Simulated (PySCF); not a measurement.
Isomers of C2H6Si. Gas-phase values, no solvent. Strings in code marks are SMILES.

The LUMO from two functionals at the same geometries (B3LYP-D3(BJ)/def2-TZVP), both in PySCF: PBE-D3(BJ)/def2-TZVP and B3LYP-D3(BJ)/def2-TZVP. B3LYP has the VWN-RPA correlation part, as in Gaussian. 

```csv
species,PBE-D3(BJ)/def2-TZVP (eV)
`CC=[SiH2]`,-1.86
`C=[SiH]C`,-1.51
`[SiH3]C=C`,-1.50
```

Q: What does B3LYP-D3(BJ)/def2-TZVP give for each?

A: 
- `CC=[SiH2]`: -1.21
- `C=[SiH]C`: -0.84
- `[SiH3]C=C`: -0.69
Over these rows, drawn at random from the members with no instability flagged (it was tested for open shells, ions and some series alone), PBE minus B3LYP-D3(BJ): mean -0.71 eV, from -0.81 eV to -0.65 eV.
